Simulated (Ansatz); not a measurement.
Reaction (redistribution): `[CH3][SnH2][F]` + `NCBO` → `[F][SnH3]` + `CB(O)CN`

Gas-phase electronic energies from Ansatz, PBE0-D4/def2-TZVP geometries. CBS: MP2 limit from def2 TZ/QZ plus the TZ coupled-cluster correction, frozen cores. This one scheme is used for every species. def2 core potentials past Kr. For Sn outer-core shells are correlated without core-valence functions, which leaves a few kJ/mol of doubt a bond. One conformer a species, not always the lowest.

| species | CCSD(T)/CBS(def2) energy (Eh) |
| --- | --- |
| `[CH3][SnH2][F]` | -354.90084 |
| `NCBO` | -196.38081 |
| `[F][SnH3]` | -315.62493 |
| `CB(O)CN` | -235.65367 |

Problem. Work out ΔE.

Solution. ΔE = (-315.62493) + (-235.65367) − (-354.90084) − (-196.38081) = 0.00305 Eh = +1.9 kcal/mol.

Largest T1 diagnostic among the species: 0.014.

In def2-TZVPP, CCSD(T) changes the Hartree–Fock value by +2.6 kcal/mol (the triples alone add +0.5 kcal/mol) and MP2 by +3.6 kcal/mol.
